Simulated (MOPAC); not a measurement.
Job for MOPAC: PM3 on HgO, 2S+1 = 3, a spin state set in the input, which need not be the lowest, a point of a bond scan (R = 2.136 Å).

```
PM3 1SCF PRECISE CHARGE=0 UHF MS=1 THREADS=1
HgO

Hg     0.00000000 1     0.00000000 1     0.00000000 1
O      0.00000000 1     0.00000000 1     2.13640000 1
```

Output:

```
*******************************************************************************
 **                                                                           **
 **                              MOPAC v23.2.5                                **
 **                                                                           **
 *******************************************************************************
 ** MOPAC's Digital Object Identifier: https://doi.org/10.5281/zenodo.6511958 **
 **                                                                           **
 ** Please cite the open-source release paper for use of this MOPAC version:  **
 ** J. E. Moussa and J. J. P. Stewart (2026)                                  **
 ** MOPAC: An open-source semiempirical molecular orbital program             **
 ** J. Open Source Softw., 11(119), 8025, https://doi.org/10.21105/joss.08025 **
 *******************************************************************************

                              PM3 CALCULATION RESULTS

 *******************************************************************************
 *  PM3        - The PM3 Hamiltonian to be used
 *  UHF        - UNRESTRICTED HARTREE-FOCK CALCULATION
 *
 *
 *
 *                 CHARGE ON SYSTEM = 0
 *
 *
 *
 *  MS=        - IN MECI, MAGNETIC COMPONENT OF SPIN =  1.0
 *  PRECISE    - TIGHTER CRITERIA TO BE USED
 *  1SCF       - DO 1 SCF AND THEN STOP
 *  THREADS=1  - MULTI-THREADING NOT USED
 *  T=         - A TIME OF 172800.0 SECONDS REQUESTED
 *  DUMP=N     - RESTART FILE WRITTEN EVERY 7200.0 SECONDS REQUESTED
 *******************************************************************************
PM3 1SCF PRECISE CHARGE=0 UHF MS=1 THREADS=1
 HgO

   ATOM   CHEMICAL          X               Y               Z
  NUMBER   SYMBOL      (ANGSTROMS)     (ANGSTROMS)     (ANGSTROMS)

     1      Hg          0.00000000  *   0.00000000  *   0.00000000  *
     2       O          0.00000000  *   0.00000000  *   2.13640000  *



          CARTESIAN COORDINATES

    NO.       ATOM           X           Y           Z

     1        Hg          0.0000      0.0000      0.0000
     2         O          0.0000      0.0000      2.1364

  O: (PM3): J. J. P. STEWART, J. COMP. CHEM. 10, 209 (1989).
 Hg: (PM3): J. J. P. STEWART, J. COMP. CHEM. 12, 320-341 (1991).

           Empirical Formula: O Hg  =     2 atoms



      MOLECULAR POINT GROUP   :   C*v


          UHF CALCULATION, NO. OF ALPHA ELECTRONS =    5
                           NO. OF BETA  ELECTRONS =    3

 -------------------------------------------------------------------------------
 PM3 1SCF PRECISE CHARGE=0 UHF MS=1 THREADS=1
 HgO



     1SCF WAS SPECIFIED, SO BFGS WAS NOT USED
     SCF FIELD WAS ACHIEVED


                              PM3 CALCULATION
                                                       MOPAC v23.2.5 Linux




          FINAL HEAT OF FORMATION =         60.10708 KCAL/MOL =     251.48803 KJ/MOL


          COSMO AREA              =         62.13 SQUARE ANGSTROMS
          COSMO VOLUME            =         42.19 CUBIC ANGSTROMS

          IONIZATION POTENTIAL    =         10.893147 EV
          ALPHA SOMO LUMO (EV)    =        -10.893  2.010
          BETA  SOMO LUMO (EV)    =        -10.894 -1.910
          NO. OF ALPHA ELECTRONS  =          5
          NO. OF BETA  ELECTRONS  =          3
          MOLECULAR WEIGHT        =        216.5894         POINT GROUP:  C*v

          MOLECULAR DIMENSIONS (Angstroms)

            Atom       Atom       Distance
            O     2   Hg     1     2.13640
            O     2   Hg     1     0.00000
           Hg     1    O     2     0.00000


          SCF CALCULATIONS        =          1





   ATOM   CHEMICAL          X               Y               Z
  NUMBER   SYMBOL      (ANGSTROMS)     (ANGSTROMS)     (ANGSTROMS)

     1      Hg          0.00000000  *   0.00000000  *   0.00000000  *
     2       O          0.00000000  *   0.00000000  *   2.13640000  *

                             CARTESIAN COORDINATES

   1   Hg        0.000000000     0.000000000     0.000000000
   2    O        0.000000000     0.000000000     2.136400000


           Empirical Formula: O Hg  =     2 atoms



      MOLECULAR POINT GROUP   :   C*v


          ALPHA EIGENVALUES
 -29.86432 -12.98712 -12.92760 -11.68665 -10.89315   2.00985   2.85195   2.86083


           BETA EIGENVALUES
 -29.26663 -11.22793 -10.89389  -1.90952   0.68075   3.53273   3.84338   4.08124


              NET ATOMIC CHARGES AND DIPOLE CONTRIBUTIONS

  ATOM NO.   TYPE          CHARGE      No. of ELECS.   s-Pop       p-Pop
    1         Hg           0.337081        1.6629     1.04742     0.61550
    2          O          -0.337081        6.3371     1.94940     4.38768
 DIPOLE           X         Y         Z       TOTAL
 POINT-CHG.     0.000     0.000    -3.459     3.459
 HYBRID        -0.000    -0.000     0.442     0.442
 SUM           -0.000    -0.000    -3.017     3.017


          ATOMIC ORBITAL ELECTRON POPULATIONS

     Atom    s        px        py        pz
    1 Hg   1.04742   0.01633   0.00642   0.59275
    2  O   1.94940   1.98367   0.99358   1.41044


                    (SZ)    =    1.000000
                    (S**2)  =    2.081193


          ATOMIC ORBITAL SPIN POPULATIONS

    Atom   Total    s     px     py     pz
         Atomic
    1 Hg  0.7274  0.544  0.000  0.006  0.177
    2  O  1.2726 -0.002 -0.000  0.994  0.281

 **********************
 *                    *
 * JOB ENDED NORMALLY *
 *                    *
 **********************




 == MOPAC DONE ==
```

The run finished.

Cost: around 0.020 core-seconds (rough).
